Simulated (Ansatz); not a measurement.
The same path of C₂H₅BOS (10 atoms, charge 0, multiplicity 1) was run twice with different band settings. Lost on the way: O1–C2, C2–H7. Made: O1–H7.

Theory: RKS PBE0-D4/def2-SVP (Ansatz).

Relaxed end points:

```xyz
10
Properties=species:S:1:pos:R:3
O -1.620 0.843 0.331
C -0.679 0.094 -0.326
C 0.322 -0.585 0.606
B 1.571 -0.036 -0.179
S 0.671 1.052 -1.271
H -2.254 1.192 -0.306
H -1.124 -0.598 -1.063
H 0.256 -0.109 1.600
H 0.182 -1.669 0.748
H 2.757 -0.236 -0.137
```

```xyz
10
Properties=species:S:1:pos:R:3
O -2.470 0.843 -0.151
C -0.002 0.071 -0.688
C 0.582 -0.647 0.496
B 1.914 0.009 -0.001
S 1.100 1.413 -0.793
H -1.879 0.480 -0.840
H -2.802 0.044 0.274
H 0.242 -0.117 1.399
H 0.396 -1.727 0.586
H 3.003 -0.421 -0.278
```

Common settings: movable images 5; climbing image yes; optimiser quadratic models (default); start path through a guess of the saddle point; force threshold 0.05 eV/Å; iteration limit 60; end points relaxed.

| run | spring |
| --- | --- |
| 1 | 5.0 eV/Å² |
| 2 | 2.0 to 10.0 eV/Å², energy-weighted |

(1) What does each run give, and how far can it be trusted?

Results:

(1) Run 1: converged after 19 iterations, highest image 3.560 eV above the first end. The profile has 2 maxima (images 2, 5) with wells between them (image 3): this band takes more than one step, which may be the mechanism or a detour left from its start path. A structure lower than the last end lies on the path between it and the top, so the climb from that side starts below the end, which may itself be a saddle point or a shallow side well. Neighbouring images differ by up to 2.2 eV, so the band resolves the path poorly. A vibrational analysis at the climbing image gives one clearly imaginary mode, 1130i cm⁻¹: a first-order saddle point.
Run 2: converged after 16 iterations, highest image 3.560 eV above the first end. The profile has 2 maxima (images 2, 5) with wells between them (image 4): this band takes more than one step, which may be the mechanism or a detour left from its start path. A structure lower than the last end lies on the path between it and the top, so the climb from that side starts below the end, which may itself be a saddle point or a shallow side well. Neighbouring images differ by up to 3.2 eV, so the band resolves the path poorly. Another band between the same ends (5 images) ends at a top of the same energy, where a vibrational analysis finds 1 clearly imaginary mode.
The orbitals stay closed-shell, which can raise the energy where a bond breaks towards radicals; this wasn't checked here.
